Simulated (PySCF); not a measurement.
# Correlation energy of Si⁺ (silicon, charge +1)

[Ne] 3s1 3p2, high-spin 4P determinant (an excited configuration). Calculation: PySCF 2.14, in x2c-QZVPPall (9s6p4d2f1g, 70 functions); the spin-free X2C one-electron Hamiltonian (Gaussian nucleus). Frozen: 1s2; 11 electrons correlated.

```json
{"level": "CCSD", "correlation energy (mhartree)": "-190.69"}
{"level": "(T)", "correlation energy (mhartree)": "-1.35"}
{"level": "CCSD(T)", "correlation energy (mhartree)": "-192.04"}
```

Diagnostics: T1 = 0.0035, D1 = 0.0117, largest double amplitude 0.060.

Cost of the coupled-cluster step: about 18 core-seconds, for 11 correlated electrons.

This basis was not built for core-valence correlation, so the inner-shell part is incomplete.
